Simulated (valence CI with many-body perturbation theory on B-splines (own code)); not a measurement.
## Pr19+: input, log and results

Calculated by valence CI with perturbative core correlation (CI+MBPT): four valence electrons over a frozen Dirac-Fock core [Kr], radial functions for each j: 7 s, 7 p, 5 d, 2 f, with the one-electron correlation potential Σ1 (screened to all orders), the two-electron term Σ2, the three-electron term Σ3, Breit, model QED; selected single and double excitations, second order for the rest, scaled by the run's own slope (own B-spline code, finite nucleus).

Command, and the settings that its task file holds:

```sh
python run_cv.py task.json out
```

```
atom Pr  Z=59  mass_number=141  rms_radius_fm=4.8919
core [Kr]
valence 4d4
avg = 1
basis = S
breit = 1
cap = 10000
capref = 1200
cscale = 1
de = 0.0
dress = 0
eps = 2e-08
extrap = 1
h = 0.27
hh = 1
l2 = 3
lcore = 6
maxit = 60
n2 = 5
natural = 1
nlev = 21
nno = [4, 4, 3, 0, 0]
nroot = 26
nsp = [3, 3, 2, 2, 0]
pt2 = 1
qed = 1
rpa = 1
s1 = 1
s2 = 1
s3 = 1
screen = 1
tol = 2e-05
whole = 1
```

It took 24 s on 1 thread of Intel(R) Xeon(R) 6975P-C (Granite Rapids), with other jobs on the host.

Log. The first blocks belong to the next ion, which gives the ionisation energy. Fields: 2J, parity (1 odd), roots, reference size, generating configurations, candidates as configurations/state functions, variational space P, stored matrix elements, Davidson steps; e2 is the range of second-order energies in hartree. The first line gives the box (bohr), its intervals, the orbitals and the steps of their self-consistent field. Window is the range of levels sought, series limit the energy at which the first omitted orbital would enter, core excitation an estimate of the first excitation out of the core, left out the lowest levels not solved, and shifts from estimates the range by which levels moved from their first estimate, all in cm⁻¹.

```
rmax 7.5 intervals 61 orbitals 35 references ['4d4', '4d3 4f', '4d3 5s', '4d3 5p'] scf 5 t 1.1
2J=3 par=0 roots 2 ref 38 generators 6 cand 406/930 P 425/968 nnz 0 it 0
2J=3 par=0 roots 2 ref 38 generators 10 cand 168/372 P 593/1340 nnz 0 it 5
   second order: generators 15 cand 1612/3358 e2 -0.00000 -0.00000
2J=5 par=0 roots 2 ref 44 generators 3 cand 341/871 P 359/915 nnz 0 it 0
2J=5 par=0 roots 2 ref 44 generators 9 cand 174/427 P 533/1342 nnz 0 it 4
   second order: generators 15 cand 1516/3448 e2 -0.00000 -0.00000
2J=7 par=0 roots 2 ref 38 generators 2 cand 369/863 P 385/901 nnz 0 it 0
2J=7 par=0 roots 2 ref 38 generators 10 cand 132/298 P 517/1199 nnz 0 it 0
   second order: generators 14 cand 1340/2814 e2 -0.00000 -0.00000
reference levels 556, estimated 32, window 135369 1/cm; series limit 2898044, core excitation 795504
2J=0 par=0 roots 4 ref 17 generators 10 cand 188/368 P 828/1433 nnz 0 it 4
2J=0 par=0 roots 4 ref 17 generators 11 cand 253/562 P 1081/1995 nnz 0 it 4
   second order: generators 12 cand 1618/3038 e2 -0.00001 -0.00000
2J=2 par=0 roots 4 ref 36 generators 8 cand 143/562 P 655/2666 nnz 1.6e+06 it 5
2J=2 par=0 roots 4 ref 36 generators 10 cand 307/1762 P 962/4428 nnz 3.1e+06 it 5
   second order: generators 11 cand 1803/9007 e2 -0.00001 -0.00000
2J=4 par=0 roots 6 ref 51 generators 8 cand 202/994 P 644/3483 nnz 2.7e+06 it 6
2J=4 par=0 roots 6 ref 51 generators 12 cand 280/2063 P 924/5546 nnz 5.4e+06 it 5
   second order: generators 13 cand 1900/13711 e2 -0.00002 -0.00001
2J=6 par=0 roots 5 ref 49 generators 6 cand 188/974 P 606/3504 nnz 2.9e+06 it 4
2J=6 par=0 roots 5 ref 49 generators 10 cand 246/1817 P 852/5321 nnz 5.4e+06 it 5
   second order: generators 11 cand 1906/15533 e2 -0.00002 -0.00001
2J=8 par=0 roots 6 ref 42 generators 9 cand 141/697 P 636/3222 nnz 2.5e+06 it 5
2J=8 par=0 roots 6 ref 42 generators 12 cand 213/1487 P 849/4709 nnz 4.2e+06 it 6
   second order: generators 13 cand 1908/14732 e2 -0.00002 -0.00001
2J=10 par=0 roots 2 ref 25 generators 5 cand 154/568 P 517/2181 nnz 0 it 3
2J=10 par=0 roots 2 ref 25 generators 8 cand 139/730 P 656/2911 nnz 1.9e+06 it 4
   second order: generators 9 cand 1950/12435 e2 -0.00002 -0.00001
2J=12 par=0 roots 2 ref 14 generators 5 cand 114/336 P 480/1477 nnz 0 it 4
2J=12 par=0 roots 2 ref 14 generators 8 cand 116/639 P 596/2116 nnz 0 it 4
   second order: generators 9 cand 2245/9944 e2 -0.00001 -0.00001
left out: unestimated 216457, estimated 171304, shifts from estimates -12 to 0
operators 1.9
```

The Davidson iterations converged.

No measured spectrum was set against this ion. As an estimate, terms of the open shell hold to 2 to 4 % of their energy, and close levels can change places. Only levels of the ground parity were solved; by the run's estimate the other parity begins above the list, which can be wrong where configurations are misplaced.

```
Valence energy                            : -89.67264 hartree
Ionisation energy                         : 555.29 eV (NIST: 554 ± 4 eV (theoretical))
Reference configurations for the orbitals : 4d4, 4d3 4f, 4d3 5s, 4d3 5p
Radial orbitals                           : 35
Box radius                                : 7.466 bohr
Largest variational space                 : 5546
Lowest levels                             : (4d3/2^4) J=0 0.0, (4d3/2^3 4d5/2) J=1 19457, (4d3/2^2 4d5/2^2) J=2 [a] 33352, (4d3/2^3 4d5/2) J=3 42322, (4d3/2^3 4d5/2) J=4 44927, (4d3/2^2 4d5/2^2) J=0 63721, (4d3/2^2 4d5/2^2) J=4 [a] 66548, (4d3/2^2 4d5/2^2) J=3 [a] 75458, (4d3/2^2 4d5/2^2) J=2 [b] 77978, (4d3/2^2 4d5/2^2) J=5 81267, (4d3/2^2 4d5/2^2) J=1 84538, (4d3/2^2 4d5/2^2) J=6 87662, (4d3/2^2 4d5/2^2) J=4 [b] 95090, (4d3/2^2 4d5/2^2) J=2 [c] 97759 cm⁻¹
```

Levels are named by their leading jj configuration (3d3/2^4 stands for four electrons in 3d with j = 3/2), which in mixed levels can hold well under half, so a name can repeat and another be missing. Letters in brackets count levels of one name in rising energy.
